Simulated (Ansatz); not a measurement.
Ansatz results at the PBE0-D4/def2-TZVP geometry: HOMO energy (ωB97M-V/def2-TZVPP) -10.21 eV; LUMO energy (PBE/def2-TZVPP) -1.85 eV; HOMO–LUMO gap (B3LYP/def2-TZVPP) 6.68 eV.

Each molecule was computed in one conformer, which needn't be the lowest.

Q: Which molecule gave them?
A. `N=C1CCO1`
B. `C/N=C\B1C[SiH2]1`
C. `FC[SiH2][SnH2][F]`
D. `CC1=C(N)S1`

A: C. The others give `C/N=C\B1C[SiH2]1`: -8.68, -2.76, 4.35; `N=C1CCO1`: -10.03, -0.46, 7.85; `CC1=C(N)S1`: -6.96, -0.67, 4.65.

B3LYP here is the variant with VWN-RPA as its local correlation; programs differ in this.
